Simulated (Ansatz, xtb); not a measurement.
C5H7BrS: which of two isomers lies lower

Structure I is `C[C@]1(Br)CCC1=S`, a singlet and structure II is `CCCC(Br)=C=S`, a singlet. Both are isolated molecules in the gas phase, relaxed with PBE-D3(BJ)/def2-SVP; each stands in its lowest conformer found.

I (Å):

```xyz
14

C    -1.2658   -2.0408    0.2103
C    -1.3668   -1.0010    1.3003
C    -2.1940    0.3038    1.1224
C    -1.0312    1.1105    1.7726
C    -0.1529   -0.1193    1.6116
Br   -1.8734   -1.8877    3.0266
S     1.4440   -0.3938    1.5243
H    -1.0084   -1.5420   -0.7472
H    -2.2217   -2.5852    0.0846
H    -0.4605   -2.7625    0.4485
H    -3.1817    0.3350    1.6166
H    -2.3130    0.5346    0.0447
H    -1.2125    1.3425    2.8433
H    -0.6679    2.0289    1.2712
```

II (Å):

```yaml
atoms:
  - { symbol: C, position_ang: [-2.5161, 0.2399, 1.4560] }
  - { symbol: C, position_ang: [-1.7682, -0.4056, 0.2911] }
  - { symbol: C, position_ang: [-0.4637, -1.1078, 0.7074] }
  - { symbol: C, position_ang: [-0.6596, -2.2449, 1.6752] }
  - { symbol: C, position_ang: [-0.2473, -2.2962, 2.9348] }
  - { symbol: Br, position_ang: [-1.6547, -3.7747, 1.0739] }
  - { symbol: S, position_ang: [0.2586, -2.3407, 4.4233] }
  - { symbol: H, position_ang: [-3.4437, 0.7396, 1.1127] }
  - { symbol: H, position_ang: [-2.8017, -0.5157, 2.2162] }
  - { symbol: H, position_ang: [-1.8914, 1.0032, 1.9658] }
  - { symbol: H, position_ang: [-2.4225, -1.1465, -0.2169] }
  - { symbol: H, position_ang: [-1.5137, 0.3574, -0.4756] }
  - { symbol: H, position_ang: [0.2240, -0.3782, 1.1870] }
  - { symbol: H, position_ang: [0.0613, -1.4976, -0.1923] }
```

Question: Estimate E(II) − E(I) at the level CCSD(T)/def2-SVP + ΔMP2/def2-TZVPP.

Answer: Calculated at CCSD(T)/def2-SVP + ΔMP2/def2-TZVPP: E(II) − E(I) = +5.5 kcal/mol, so structure I lies lower.

Level by level:

```tsv
level	geometry	E(II) − E(I) (kcal/mol)	departure from the last row (kcal/mol)	job, with rough time for the two
GFN2-xTB	GFN2-xTB	+12.1	+6.6	optimisation, 0.22 s
HF/STO-3G	GFN2-xTB	+14.1	+8.7	single point, 0.62 s
r2SCAN-D4/def2-SVP	GFN2-xTB	+5.6	+0.1	single point, 5.1 s
PBE-D3(BJ)/def2-SVP	PBE-D3(BJ)/def2-SVP	+5.8	+0.3	optimisation, 42 s
HF/def2-SVP	PBE-D3(BJ)/def2-SVP	+6.1	+0.6	part of the CCSD(T) run
MP2/def2-SVP	PBE-D3(BJ)/def2-SVP	+6.8	+1.3	part of the CCSD(T) run
CCSD(T)/def2-SVP	PBE-D3(BJ)/def2-SVP	+6.0	+0.5	single point
CCSD(T)/def2-SVP + ΔMP2/def2-TZVPP	PBE-D3(BJ)/def2-SVP	+5.5		single point, 2.3 min
```

As drawn, II has 1 C=C in place of 2 C–C. Structure I has a 4-membered ring, II no ring.

The levels shown agree on the order. The largest departure from CCSD(T)/def2-SVP + ΔMP2/def2-TZVPP is that of HF/STO-3G, 8.7 kcal/mol. The last row adds to CCSD(T) the change of the MP2 difference between the two basis sets, here −0.5 kcal/mol.

With thermal terms from frequencies at re-optimised GFN2-xTB minima (ideal gas, soft modes damped towards free rotors, one conformer each, 298.15 K, 1 atm): on the last row, ΔE + ΔZPE = +5.3, ΔH = +5.9, ΔG = +4.2 kcal/mol.

The correlated steps freeze 19 core orbitals; the filled d shell of Br is correlated, in a basis made for valence electrons. Mirror images aren't counted in ΔG. Run with Ansatz 0.2.0, xtb 6.7.1; the last row on 4 threads of Arm Neoverse V1 on a shared host.
